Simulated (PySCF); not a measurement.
Gas-phase reaction: 3 InCH3 + 2 CH3C(CH3)2CH3 = 3 In(CH3)3 + C4H6 (butadiene)

Method: PySCF energies plus ideal-gas RRHO corrections (1 bar). † marks an energy on the PBE0/def2-TZVP geometry and frequencies. CCSD(T) freezes the core. All species are closed-shell singlets. In: scalar-relativistic def2 core potential, no spin-orbit coupling. InCH3: computed as isolated molecules; such fragments, hydroxides, amides, oligomers or adducts are transient or little studied in the gas. CCSD(T) isn't extrapolated to the basis-set limit.

ωB97M-V/def2-TZVP† gives ΔH°(298 K) = 191 kJ.

Problem. What do CCSD(T)/def2-SVP†, ωB97X-V/def2-TZVP†, HF/def2-TZVP† give?

Solution. CCSD(T)/def2-SVP†: 288 kJ; ωB97X-V/def2-TZVP†: 192 kJ; HF/def2-TZVP†: 233 kJ. For scale, ΔH°(298 K) is 191 kJ at this level, 192 kJ at ωB97X-V/def2-TZVP†, and runs from 182 to 288 kJ over the 15 levels computed.
